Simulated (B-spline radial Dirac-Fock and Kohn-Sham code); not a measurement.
## Radiative decay of the 2p1/2 hole in Se²⁺

System: Se²⁺ in the configuration 1s2 2s2 2p6 3s2 3p6 3d10 4s2 4p2.

The run's input, task.json:

```json
{"items": [{
  "Z": 34,
  "q": 2,
  "cfg": [[1, 0, 2], [2, 0, 2], [2, 1, 6], [3, 0, 2], [3, 1, 6], [3, 2, 10], [4, 0, 2], [4, 1, 2]],
  "A": 80,
  "rrms": 4.14,
  "do": ["binding", "quiet", "decay"],
  "holes": ["K", "L1", "L2", "L3", "M1", "M2", "M3", "M4", "M5", "N1"]
}]}
```

Command: `python xray_run.py task.json out`

Level of theory: independent-particle rates on relativistic LDA orbitals of the hole state (multipoles up to L = 3, Coulomb Auger matrix elements, transition energies from Dirac-Fock); an atomic code on a B-spline grid.

```
       line  multipole  energy (eV)  width (meV)  share (%)
 Lη (L2-M1)         E1       1242.6        0.613       3.37
Lβ1 (L2-M4)         E1       1421.9         17.5       96.1
Lγ5 (L2-N1)         E1       1467.2       0.0859      0.473
```

The listed lines hold 100.0 % of the radiative rate. The radiative width is 0.0182 eV in the length form and 0.0187 eV in the velocity form; the two differ because the transition energies are not eigenvalue differences of the potential that gave the orbitals.

Values without a named source are computed, but for edge energies of neutral atoms, which are taken from tables.
